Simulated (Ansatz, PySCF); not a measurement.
This Ansatz (an electronic-structure program) input computes a B3LYP/def2-TZVPD energy:

Ansatz 0.2 input:
```yaml
crystal:
  periodic: [false, false, false]
  atoms:
    - {symbol: Pb, position_ang: [-0.00870056, 0.01049205, 0.68829151]}
    - {symbol: Cl, position_ang: [0.88299914, 1.00189484, -1.66475882]}
    - {symbol: Cl, position_ang: [-0.84103175, -1.05250355, -1.65523550]}
basis:
  gaussian:
    orbitals: def2-TZVPD
hamiltonian:
  xc: {name: B3LYP}
magnetization: {spin_polarized: true, initial_magnetization: 2}
output: {forces: true}
```

Q: Write an input for the same energy in PySCF and say what it gives.

A: 
```python
from pyscf import gto, scf, dft

mol = gto.M(
    atom='''
    Pb   -0.00870056    0.01049205    0.68829151
    Cl    0.88299914    1.00189484   -1.66475882
    Cl   -0.84103175   -1.05250355   -1.65523550
    ''',
    basis='def2-tzvpd',
    ecp='def2-tzvp',
    charge=0,
    spin=2,
    verbose=4,
)

mf = dft.UKS(mol, xc='b3lyp').density_fit(auxbasis='def2-universal-jkfit')
mf.grids.level = 3
mf.conv_tol = 1e-9
mf.max_cycle = 100
mf.max_memory = 1500
mf.kernel()
if not mf.converged:
    mf = mf.newton()
    mf.kernel(mf.make_rdm1())
for _ in range(2):
    mo, _, stable, _ = mf.stability(return_status=True)
    if stable:
        break
    mf.kernel(mf.make_rdm1(mo, mf.mo_occ))
mf.analyze()
```
It gives -1113.41259 Eh, and Ansatz -1113.41257 Eh, a difference of 0.02 mEh, from the treatment of integrals and grids.

This is an excited triplet: at this geometry the singlet lies 1.35 eV lower at RI-MP2/CBS(def2-TZVPPD,def2-QZVPPD)+[CCSD(T)-MP2]/def2-TZVPPD.
